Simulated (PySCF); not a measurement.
CH3FSn, neutral, multiplicity 1. Atoms are numbered in the order given.

```xyz
6

Sn     0.3643     0.1495     0.0000
F     -1.3666     1.1102     0.0000
C     -0.5941    -1.8312     0.0000
H      0.1297    -2.6579     0.0000
H     -1.2413    -1.9123    -0.8873
H     -1.2413    -1.9123     0.8873
```
Charge 0, spin multiplicity 1.

Coordinates come from a PBE-D3(BJ)/def2-TZVP optimisation. The def2 effective core potentials stand for the cores of Sn; spin–orbit coupling is left out.

The numbers are results of CAM-B3LYP/def2-TZVPD in PySCF, not measurements.

Mulliken values depend strongly on the basis, most of all with diffuse functions as here. ESP charges are fitted to the potential on shells at 1.4 to 2.0 van der Waals radii. Atomic charges (e):

```csv
atom,Mulliken,ESP fit
Sn1,0.92,[?]
F2,-0.58,[?]
C3,-1.19,[?]
H4,0.31,[?]
H5,0.27,[?]
H6,0.27,[?]
```

Question: Fill in the missing entries. (An estimate is asked for; the answer gives what the named calculation found.)

Answer: 
- Sn1, ESP fit: 0.36
- F2, ESP fit: -0.37
- C3, ESP fit: 0.04
- H4, ESP fit: -0.05
- H5, ESP fit: 0.01
- H6, ESP fit: 0.01
